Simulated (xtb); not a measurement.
H₃Sb, charge -1, doublet, at the geometry of the source list (a state made from the parent by changing its charge; the spin is typed, not shown lowest); xtb with GFN2-xTB.

Here is a job for xtb.
```
$ xtb mol.xyz --gfn 2 --chrg -1 --uhf 1 --acc 0.1 --json

# file mol.xyz
4

Sb     0.00190000    -0.00510000     0.74390000
H     -0.87650000    -1.04080000    -0.25290000
H     -0.46500000     1.28180000    -0.23730000
H      1.33960000    -0.23590000    -0.25370000
```

What the program printed (banner, timings and long lists left out):

```
   ID    Z sym.   atoms
    1   51 Sb     1
    2    1 H      2-4

           -------------------------------------------------
          |                Calculation Setup                |
           -------------------------------------------------

           -------------------------------------------------
          |                 G F N 2 - x T B                 |
           -------------------------------------------------

          ...................................................
          :                      SETUP                      :
          :.................................................:
          :  # basis functions                  13          :
          :  # atomic orbitals                  12          :
          :  # shells                            6          :
          :  # electrons                         9          :
          :  max. iterations                   250          :
          :  Hamiltonian                  GFN2-xTB          :
          :  restarted?                      false          :
          :  GBSA solvation                  false          :
          :  PC potential                    false          :
          :  electronic temp.          300.0000000     K    :
          :  accuracy                    0.1000000          :
          :  -> integral cutoff          0.3500000E+02      :
          :  -> integral neglect         0.1000000E-08      :
          :  -> SCF convergence          0.1000000E-06 Eh   :
          :  -> wf. convergence          0.1000000E-04 e    :
          :  Broyden damping             0.4000000          :
          :  net charge                         -1          :
          :  unpaired electrons                  1          :
          ...................................................

 iter      E             dE          RMSdq      gap      omega  full diag
   1     -3.5814277 -0.358143E+01  0.142E+01    0.00       0.0  T
   2     -3.7947045 -0.213277E+00  0.403E+00    0.00       1.0  T
   3     -3.7956877 -0.983197E-03  0.257E+00    0.01       1.0  T
   4     -3.7961858 -0.498093E-03  0.606E-01    0.01       1.0  T
   5     -3.7961785  0.723117E-05  0.614E-01    0.01       1.0  T
   6     -3.7961799 -0.142497E-05  0.638E-01    0.01       1.0  T
   7     -3.7961942 -0.143001E-04  0.321E-01    0.02       1.0  T
   8     -3.7962043 -0.101041E-04  0.938E-02    0.00       1.0  T
   9     -3.7962054 -0.105282E-05  0.538E-02    0.00       1.0  T
  10     -3.7962053  0.525647E-07  0.460E-03    0.01      10.9  T
  11     -3.7962054 -0.763400E-08  0.128E-03    0.01      39.0  T
  12     -3.7962054 -0.552935E-10  0.634E-04    0.01      78.9  T
  13     -3.7962054 -0.111653E-09  0.467E-04    0.01     107.1  T
  14     -3.7962054  0.916422E-11  0.221E-04    0.01     226.5  T
  15     -3.7962054  0.299494E-11  0.879E-05    0.01     569.1  T
  16     -3.7962054 -0.666134E-14  0.189E-05    0.01    2646.4  T

   *** convergence criteria satisfied after 16 iterations ***

         :::::::::::::::::::::::::::::::::::::::::::::::::::::
         ::                     SUMMARY                     ::
         :::::::::::::::::::::::::::::::::::::::::::::::::::::
         :: total energy              -3.785795389033 Eh    ::
         :: gradient norm              0.090130922995 Eh/a0 ::
         :: HOMO-LUMO gap              0.005907648448 eV    ::
         ::.................................................::
         :: SCC energy                -3.796205338228 Eh    ::
         :: -> isotropic ES            0.109987194744 Eh    ::
         :: -> anisotropic ES         -0.003195073293 Eh    ::
         :: -> anisotropic XC          0.000135903700 Eh    ::
         :: -> dispersion             -0.002781789172 Eh    ::
         :: repulsion energy           0.010409949195 Eh    ::
         :: add. restraining           0.000000000000 Eh    ::
         :: total charge              -1.000000000000 e     ::
         :::::::::::::::::::::::::::::::::::::::::::::::::::::

           -------------------------------------------------
          |                Property Printout                |
           -------------------------------------------------

    * Orbital Energies and Occupations

         #    Occupation            Energy/Eh            Energy/eV
      -------------------------------------------------------------
         1        2.0000           -0.3849887             -10.4761
         2        2.0000           -0.1831165              -4.9829
         3        2.0000           -0.1831065              -4.9826
         4        2.0000           -0.1327085              -3.6112
         5        0.5285            0.0450065               1.2247 (HOMO)
         6        0.4715            0.0452236               1.2306 (LUMO)
         7                          0.2343119               6.3760
         8                          0.2408093               6.5528
         9                          0.2410139               6.5583
        10                          0.3813111              10.3760
        11                          0.8135605              22.1381
        12                          0.8137159              22.1423
      -------------------------------------------------------------
                  HL-Gap            0.0002171 Eh            0.0059 eV
             Fermi-level            0.0006320 Eh            0.0172 eV

     #   Z          covCN         q      C6AA      α(0)
     1  51 Sb       2.829    -0.243   400.651    38.110
     2   1 H        0.943    -0.252    15.720     6.198
     3   1 H        0.943    -0.252    15.674     6.189
     4   1 H        0.943    -0.253    15.745     6.203

 Mol. C6AA /au·bohr⁶  :       1011.205008
 Mol. C8AA /au·bohr⁸  :      61601.660568
 Mol. α(0) /au        :         56.700942

Wiberg/Mayer (AO) data.
largest (>0.10) Wiberg bond orders for each atom

 ---------------------------------------------------------------------------
     #   Z sym  total        # sym  WBO       # sym  WBO       # sym  WBO
 ---------------------------------------------------------------------------
     1  51 Sb   2.529 --     4 H    0.844     2 H    0.843     3 H    0.842
     2   1 H    0.882 --     1 Sb   0.843
     3   1 H    0.881 --     1 Sb   0.842
     4   1 H    0.882 --     1 Sb   0.844
 ---------------------------------------------------------------------------

Topologies differ in total number of bonds
Writing topology from bond orders to xtbtopo.mol

molecular dipole:
                 x           y           z       tot (Debye)
 q only:       -0.001       0.001       0.013
   full:       -0.014       0.017      -0.971       2.468
molecular quadrupole (traceless):
                xx          xy          yy          xz          yz          zz
 q only:       -0.929      -0.001      -0.928       0.009      -0.021       1.857
  q+dip:        0.413      -0.001       0.418      -0.046       0.048      -0.831
   full:        1.116       0.029       0.859      -0.094       0.099      -1.975

           -------------------------------------------------
          | TOTAL ENERGY               -3.785795389033 Eh   |
          | GRADIENT NORM               0.090130922995 Eh/α |
          | HOMO-LUMO GAP               0.005907648448 eV   |
           -------------------------------------------------

normal termination of xtb
```
